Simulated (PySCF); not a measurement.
## Spinor energies of Zn²⁸⁺ (zinc, charge +28)

Start: 1s2. Calculated with PySCF 2.14 in an uncontracted even-tempered set (15 s from 39 bohr⁻², ratio 2.4; 9 p from 50 bohr⁻², ratio 2.4; 3 d from 160 bohr⁻², ratio 2.6; 3 f from 240 bohr⁻², ratio 2.6): generalised Hartree-Fock with the X2C-1e Hamiltonian and a Gaussian nucleus; one run each with spin-orbit coupling (SO) switched off, then screened by Boettger's factors.

```
spinor shell  electrons  ε, spin-free (eV)  ε, screened SO (eV)  weight of nominal j (screened SO)  rms radius, screened SO (bohr)
       1s1/2          2           -11875.9             -11875.9                              1.000                          0.0574
```

```tsv
quantity	spin-free	screened SO
E (hartree)	-891.89156	-891.89156
M_J	0	0
⟨J²⟩	0.000	0.000
⟨L²⟩	0.000	0.000
⟨S²⟩	0.000	0.000
```

Without spin-orbit coupling the j labels of p, d and f shells carry no meaning; the spin-free column gives the mean over the occupied spinors of each nl shell.
